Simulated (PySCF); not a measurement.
PySCF job for SeCl3, SMILES Cl[Se](Cl)Cl, multiplicity 2, ωB97X-D3(BJ)/def2-SVP. Geometry optimised at ωB97X-D3(BJ)/def2-SVP. The spin state was assumed, not searched. The isomer is the one that the SMILES or the coordinates give; other isomers of the formula were not compared.

```python
import numpy as np
from pyscf import gto, scf, dft, df
from pyscf.hessian import thermo

mol = gto.M(
    atom='''
    Se   -0.31670720    0.31561956    0.00000000
    Cl    0.28127508    0.58136326    2.18746525
    Cl    0.28127507    0.58136327   -2.18746525
    Cl    0.07086424   -1.79396566   -0.00000001
    ''',
    basis='def2-SVP',
    charge=0,
    spin=1,
    max_memory=1600,
    verbose=3,
)
mf = dft.UKS(mol, xc='wb97x-d3bj').density_fit(auxbasis='def2-universal-jkfit')
mf.grids.level = 3
mf.conv_tol = 1e-11
mf.max_cycle = 100
mf.kernel()
fine, coarse = mf.grids, dft.Grids(mol).set(level=1).build(with_non0tab=True)
for _ in range(3):  # follow internal instabilities
    mf.grids = coarse
    mo, _, stable, _ = mf.stability(return_status=True, nroots=4)
    mf.grids = fine
    if stable:
        break
    mf.kernel(mf.make_rdm1(mo, mf.mo_occ))

# [left out here: the lines that compute and print the analytic Hessian (its translational invariance restored by hand, since the grid's response is missing), thermochemistry and intensities]
```

Output:

```

WARN: HOMO -0.220153695964853 >= LUMO -0.220153695964853

converged SCF energy = -3781.32972584277  <S^2> = 0.75960716  2S+1 = 2.0095842
<class 'pyscf.df.df_jk.DFUKS'> wavefunction is stable in the internal stability analysis

WARN: DFTD3 does not support analytical Hessian, using finite difference


WARN: Mole.unit (angstrom) is changed to Bohr

Mode                                 0                   1                   2
Irrep
Freq [cm^-1]                      104.7188            135.7779            175.3399
Reduced mass [au]                  41.0478             46.2214             37.2622
Force const [Dyne/A]                0.2652              0.5021              0.6750
Char temp [K]                     150.6671            195.3542            252.2751
Normal mode                   x     y     z       x     y     z       x     y     z
       0  Se                 0.03  0.05 -0.00    0.07 -0.02 -0.00    0.00  0.00  0.03
       1  Cl                -0.04 -0.08  0.03   -0.06  0.04  0.03   -0.00  0.06  0.03
       2  Cl                -0.04 -0.08 -0.03   -0.06  0.04 -0.03    0.00 -0.06  0.03
       3  Cl                 0.02  0.05  0.00   -0.03 -0.04  0.00   -0.00 -0.00 -0.13
Mode                                 3                   4                   5
Irrep
Freq [cm^-1]                      287.5497            323.5972            437.9464
Reduced mass [au]                  47.1518             37.2026             42.5118
Force const [Dyne/A]                2.2971              2.2953              4.8040
Char temp [K]                     413.7200            465.5843            630.1073
Normal mode                   x     y     z       x     y     z       x     y     z
       0  Se                 0.00 -0.00 -0.08   -0.03 -0.02 -0.00   -0.02  0.06 -0.00
       1  Cl                 0.02  0.01  0.08    0.03  0.01  0.11    0.00  0.00  0.02
       2  Cl                -0.02 -0.01  0.08    0.03  0.01 -0.11    0.00  0.00 -0.02
       3  Cl                -0.00 -0.00 -0.00   -0.00  0.02  0.00    0.03 -0.14  0.00
temperature 298.1500 [K]
pressure 101325.00 [Pa]
Rotational constants [GHz] 3.16739 1.43197 1.04171
Symmetry number 1
Zero-point energy (ZPE) 0.00334 [Eh]   8762.227 [J/mol]
                           tot       elec      trans        rot        vib
Entropy [J/mol/K]       350.463      5.763    173.874    119.707     51.119
Cv [J/mol/K]             68.659      0.000     12.472     12.472     43.716
Cp [J/mol/K]             76.974      0.000     20.786     12.472     43.716
Internal energy [J/mol]                      3718.434   3718.434  16891.009
Internal energy [Eh]   -3781.32046  -3781.32973
Enthalpy [J/mol]                             6197.391   3718.434  16891.009
Enthalpy [Eh]          -3781.31952
Gibbs free energy [J/mol]                  -45643.173 -31972.134   1649.798
Gibbs free energy [Eh] -3781.35931
mode   freq/cm-1   IR/(km/mol)
   1      104.72         2.017
   2      135.78         3.704
   3      175.34         0.848
   4      287.55       176.214
   5      323.60         9.106
   6      437.95        30.192
max |gradient| / (hartree/bohr): 2.447400691125024e-05
APT charges: [ 1.4279 -0.5533 -0.5533 -0.3213]
```

The calculation finished and met its thresholds.
